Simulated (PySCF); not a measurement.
# Hf²⁺: ionisation energy

Hf²⁺ [Xe] 4f14 5d2 (3F) → Hf³⁺ [Xe] 4f14 5d1 (2D), as a difference of total energies. Computed with PySCF 2.14 in aug-cc-pVTZ-PP with ECP60MDF, with a scalar-relativistic core potential. Correlated levels: valence: 5s2 5p6 frozen. The calculations carry no spin-orbit coupling.

```json
{"method": "UHF", "ionisation energy (eV)": "21.537"}
{"method": "LDA", "ionisation energy (eV)": "22.581"}
{"method": "PBE", "ionisation energy (eV)": "22.583"}
{"method": "PBE0", "ionisation energy (eV)": "22.506"}
{"method": "r2SCAN", "ionisation energy (eV)": "22.486"}
{"method": "BHandHLYP", "ionisation energy (eV)": "22.338"}
{"method": "TPSS", "ionisation energy (eV)": "22.430"}
{"method": "wB97X", "ionisation energy (eV)": "21.995"}
{"method": "B3LYP", "ionisation energy (eV)": "22.562"}
{"method": "MP2 (valence)", "ionisation energy (eV)": "21.629"}
{"method": "SCS-MP2 (valence)", "ionisation energy (eV)": "21.568"}
```

Question: How much does correlation contribute at MP2 (valence)?

Answer: 21.629 − (21.537) = 0.092 eV, measured against UHF.

The reference lies between the lowest fine-structure levels, while these numbers refer to the centres of the terms.

Errors of the correlated levels include the incompleteness of this basis and the frozen core.

For comparison: 22.55 ± 0.04 eV (theoretical estimate listed by NIST; NIST Atomic Spectra Database, ionization energies).
